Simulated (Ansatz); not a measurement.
C$_{2}$H$_{6}$Zn, triplet, geometry from GFN2-xTB (such geometries of metal compounds can be far from the true shape) (a higher spin typed on purpose: for a closed-shell molecule this is an excited state); PBE/cc-pVDZ (Ansatz, a quantum-chemistry and plane-wave program).

The Ansatz input:
Ansatz 0.2 input:
```yaml
crystal:
  periodic: [false, false, false]
  atoms:
    - {symbol: Zn, position_ang: [0.19054193, -0.64890903, 0.11807146]}
    - {symbol: C, position_ang: [0.92061324, 1.19842274, -1.15616563]}
    - {symbol: H, position_ang: [1.93030660, 0.91575429, -1.41543436]}
    - {symbol: H, position_ang: [0.87661335, 2.09130864, -0.55620088]}
    - {symbol: H, position_ang: [0.26322321, 1.23423769, -2.01028096]}
    - {symbol: C, position_ang: [-1.51792361, 0.83577561, 0.78603551]}
    - {symbol: H, position_ang: [-2.24851058, 0.16792023, 1.21825567]}
    - {symbol: H, position_ang: [-1.89189007, 1.36631469, -0.07292682]}
    - {symbol: H, position_ang: [-1.06213831, 1.48654517, 1.51522418]}
basis:
  gaussian:
    orbitals: cc-pVDZ
hamiltonian:
  xc: pbe
magnetization: {spin_polarized: true, initial_magnetization: 2}
accuracy: high
```

**Question.** Write the output that Ansatz gives for this input, abridged.

**Answer.** 
```
Functional definition: PBE
2409 factors; integrals over basis functions are off by at most 4.7e-9 eV
mean field evaluation 1: about -50548.9838 eV, gradient 9.1e1 eV
mean field evaluation 2: about -50360.8108 eV, gradient 2.2e2 eV
mean field evaluation 4: about -50576.2594 eV, gradient 1.9e1 eV
mean field evaluation 8: about -50578.9355 eV, gradient 4.0e-1 eV
mean field evaluation 16: about -50578.9289 eV, gradient 4.8e-4 eV
mean field -50578.92892848 eV, -1858.7413544924 hartree, gradient 6.6e-8 eV, S^2 2.008134; 0 other end points of the search recorded, 0 dependent functions left out
reference -50578.92893285 eV, -1858.7413546530 hartree; 25, 23 occupied and 76, 78 virtual orbitals, 2409 factors
Total energy: -50578.92893285 eV, -1858.7413546530 hartree
```
